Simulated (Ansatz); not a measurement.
Mulliken charges of H$_{4}$NOPSi (`N1[SiH2]OP1`) from PBE/def2-TZVPP in Ansatz (PBE0-D4/def2-TZVP geometry).

| atom | x (Å) | y (Å) | z (Å) | charge (e) |
| --- | --- | --- | --- | --- |
| N1 | -0.820 | 0.168 | -0.595 | -0.340 |
| Si2 | 0.632 | 0.676 | 0.203 | 0.494 |
| O3 | 0.974 | -0.940 | 0.455 | -0.383 |
| P4 | -0.405 | -1.492 | -0.324 | 0.246 |
| H5 | -1.181 | 0.458 | -1.488 | 0.142 |
| H6 | 0.458 | 1.412 | 1.479 | -0.080 |
| H7 | 1.618 | 1.394 | -0.644 | -0.082 |
| H8 | -1.183 | -1.733 | 0.859 | 0.003 |

Problem. By hand: the dipole of these point charges (1 e Å = 4.8032 D).

Solution. Σ q r = (-0.222, 0.102, -0.226) e Å, of length 0.333 e Å = 1.60 D.

Problem. How does the dipole of the full density compare? (An estimate is asked.)

Solution. The calculation gave: (-0.145, 0.299, -0.189) e Å, 1.84 D; the point charges give 0.87 times that, at 34° from its direction.

Point charges leave out the atoms' own dipoles, such as those of lone pairs, and Mulliken's split depends on the basis, so the two needn't agree.
